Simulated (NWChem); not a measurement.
**Ionisation of CH6HfO**

```
O
C 1 1.4009
H 2 1.1030 1 110.45
H 2 1.1030 3 108.51 1 -121.16
H 2 1.1030 3 108.51 4 -117.68
Hf 1 1.8993 4 149.98 2 -179.85
H 6 1.8649 1 108.08 4 -60.11
H 6 1.8652 7 110.74 1 118.33
H 6 1.8652 7 110.74 1 -118.33
```
Charge 0, spin multiplicity 1.

Everything below was run with NWChem. All single points use one geometry, from B3LYP/def2-SVP with def2 effective core potentials on Hf, held to Cs symmetry and with no frequency check, so it may be a saddle point.

Basis set: def2-SVPD. −ε marks an orbital energy of the parent.

Effective core potentials replace the inner electrons of Hf; spin-orbit coupling is left out. B3LYP has NWChem's definition, with VWN1-RPA local correlation. The structure started from a generated list of species.

Order these methods by the first vertical ionisation energy they give, lowest first: G0W0@PBE, −ε(HOMO) of HF, −ε(HOMO) of BLYP, G0W0@CAM-B3LYP.

−ε(HOMO) of BLYP (6.46 eV), G0W0@PBE (9.27 eV), G0W0@CAM-B3LYP (10.23 eV), −ε(HOMO) of HF (11.19 eV)
